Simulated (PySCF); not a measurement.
Q: Write Cartesian coordinates for InChI=1S/C2H7BNP/c1-2-4-3-5/h3,5H2,1H3 as optimised with PBE0-D3(BJ)/def2-SVP.

A: 
```xyz
12
C2H7BNP angstrom
C      2.3730    0.4918   -0.0602
C      1.0416    0.0217    0.2506
N     -0.0287   -0.3389    0.4778
B     -1.4625   -0.7862    0.7302
P     -2.6735    0.0222   -0.6044
H      2.3422    1.1536   -0.9388
H      2.7832    1.0496    0.7942
H      3.0315   -0.3618   -0.2775
H     -1.4744   -2.0027    0.6287
H     -1.7588   -0.4067    1.8520
H     -1.9161   -0.2501   -1.7900
H     -2.2163    1.3784   -0.5296
```

Any rigid rotation of these coordinates is as good. Atoms count from 1 in this order. The 5 heavy atoms lie in one plane (0.001 Å rms). B4 (four-coordinate boron) is tetrahedral (angles from 106.7° to 112.6°). P5 (three-coordinate phosphorus) is pyramidal (angles 99.0°, 99.0° and 93.1°, sum 291.2°, 0.79 Å off the plane of its three neighbours).

Bonds between heavy atoms (Å): C1–C2 1.446, C2≡N3 1.152, N3–B4 1.523, B4–P5 1.975.

The calculation used PySCF 2.14.0, PBE0-D3(BJ)/def2-SVP geometry optimisation, gas phase.

Point group: Cs (every atom within 0.08 Å of its image). Not checked by PBE0-D3(BJ)/def2-SVP frequencies. One conformer, not necessarily the lowest (N3–B4–P5–H 47° and -48°).

The run took 26 s of wall time on Arm Neoverse V1, one thread, no GPU, shared host with 32 logical CPUs at a one-minute load of 23, and the process peaked at 0.44 GiB of memory. This is the geometry optimisation.
